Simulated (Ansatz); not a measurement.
One change: `C[N]=[Mo](=[O])([OH])[Cl]` becomes `C[N]=[Mo](=[O])([OH])[N](C)C`.

Ansatz, PBE0-D4/def2-TZVP geometries, multiplicity 1. Each molecule was computed in one conformer, which needn't be the lowest.

Elements past krypton have def2 core potentials.

| property | `C[N]=[Mo](=[O])([OH])[Cl]` |
| --- | --- |
| HOMO–LUMO gap (PBE/def2-TZVPP) / eV | 3.73 |
| HOMO–LUMO gap (ωB97M-V/def2-TZVPP) / eV | 10.11 |
| size of the dipole moment (B3LYP/def2-TZVPP) / D | 1.86 |
| size of the dipole moment (ωB97M-V/def2-TZVPP) / D | 1.90 |
| HOMO–LUMO gap (PBE0/def2-TZVPP) / eV | 5.80 |
| HOMO energy (PBE0/def2-TZVPP) / eV | -7.96 |

(1) What does the change do to each property? (Estimate.)

Results:

(1) The calculation gave: 
| property | `C[N]=[Mo](=[O])([OH])[N](C)C` | shift |
| --- | --- | --- |
| HOMO–LUMO gap (PBE/def2-TZVPP) / eV | 3.62 | -0.11 |
| HOMO–LUMO gap (ωB97M-V/def2-TZVPP) / eV | 9.85 | -0.26 |
| size of the dipole moment (B3LYP/def2-TZVPP) / D | 2.18 | 0.32 |
| size of the dipole moment (ωB97M-V/def2-TZVPP) / D | 2.08 | 0.18 |
| HOMO–LUMO gap (PBE0/def2-TZVPP) / eV | 5.65 | -0.15 |
| HOMO energy (PBE0/def2-TZVPP) / eV | -6.75 | 1.21 |

With PBE0 the HOMO rises by 1.21 eV and the LUMO rises by 1.06 eV, so the gap narrows by about 0.15 eV. PBE moves the HOMO by 1.09 eV and ωB97M-V by 1.24 eV. Dipoles are sizes alone; their direction can turn.

B3LYP here is the variant with VWN-RPA as its local correlation; programs differ in this.
